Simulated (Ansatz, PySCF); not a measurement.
Dissociation curve of SiAl (cation, charge +1), lowest singlet found (which spin is the ground state isn't settled by this scan).

Levels: UMP2/3-21G = PySCF with unrestricted MP2 (frozen core)/3-21G; RHF/3-21G = restricted Hartree-Fock/3-21G run with PySCF 2.14.0; UHF/3-21G = unrestricted Hartree-Fock/3-21G in PySCF 2.14.0; FCI = full CI/aug-cc-pVDZ, frozen core in Ansatz (a quantum-chemistry and plane-wave program).

Energies relative to the lowest point of each curve between 2.94 and 3.71 Å, where full CI is lowest, in kJ/mol; the last columns give the difference from FCI:

```tsv
R / Å	UMP2/3-21G	RHF/3-21G	UHF/3-21G	FCI	UMP2/3-21G − FCI	RHF/3-21G − FCI	UHF/3-21G − FCI
2.94	1.7	1.2	2.5	2.8	-1.1	-1.6	-0.3
3.16	0.0	0.0	0.0	0.0	0.0	0.0	0.0
3.40	2.3	0.5	2.2	5.8	-3.5	-5.3	-3.6
3.71	8.5	2.1	8.9	19.8	-11.3	-17.7	-10.9
4.13	19.6	4.4	20.4	41.9	-22.3	-37.6	-21.5
4.58	31.9	5.9	32.2	63.5	-31.6	-57.7	-31.3
5.08	43.0	6.4	42.1	81.8	-38.7	-75.4	-39.6
5.80	52.3	5.9	50.2	97.5	-45.2	-91.6	-47.3
6.74	57.0	4.5	54.3	106.5	-49.5	-102.0	-52.2
7.96	58.8	3.2	56.0	110.9	-52.1	-107.7	-54.9
```

UMP2/3-21G is furthest from FCI at 7.96 (-52.1 kJ/mol, below); its mean absolute difference over the points is 25.5 kJ/mol.

RHF/3-21G is furthest from FCI at 7.96 (-107.7 kJ/mol, below); its mean absolute difference over the points is 49.6 kJ/mol.

UHF/3-21G is furthest from FCI at 7.96 (-54.9 kJ/mol, below); its mean absolute difference over the points is 26.2 kJ/mol.

The scan ran from 1.65 to 7.96 Å; beyond the distances shown full CI changes its symmetry label. The unrestricted determinant behind UMP2/3-21G, UHF/3-21G is spin-contaminated at 2.94 to 7.96 Å (<S²> up to 1.1, against 0.00 for a pure singlet). The restricted form behind RHF/3-21G keeps the bonding electrons paired and can't separate into open-shell fragments.
